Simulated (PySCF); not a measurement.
SMILES [NH2][Ge]([CH3])([OH])[CH3] (PBE0/def2-SVP optimised geometry):

```
14

C     -0.747     1.185     0.000
Ge    -0.179    -0.677     0.000
C     -1.023    -1.728    -1.398
N      1.656    -0.677     0.000
O     -0.676    -1.503     1.505
H     -0.219     1.753     0.780
H     -0.545     1.658    -0.973
H     -1.827     1.248     0.197
H     -0.821    -1.299    -2.391
H     -0.651    -2.763    -1.376
H     -2.111    -1.753    -1.241
H      2.111    -1.529    -0.314
H      2.098     0.121    -0.447
H     -0.064    -1.299     2.220
```

Calculation: PBE0/def2-TZVP run with PySCF.

**Question.** What are the frontier orbital energies and the dipole moment?

**Answer.** HOMO-2 -9.00 eV, HOMO-1 -7.89 eV, HOMO -7.24 eV, LUMO 0.60 eV, LUMO+1 1.67 eV; dipole moment 2.19 D.

Meta-Löwdin charges at PBE0/def2-TZVP: C1 -0.59, Ge2 1.10, C3 -0.59, N4 -0.73, O5 -0.76, H6 0.13, H7 0.13, H8 0.13, H9 0.13, H10 0.13, H11 0.14, H12 0.23, H13 0.23, H14 0.34.
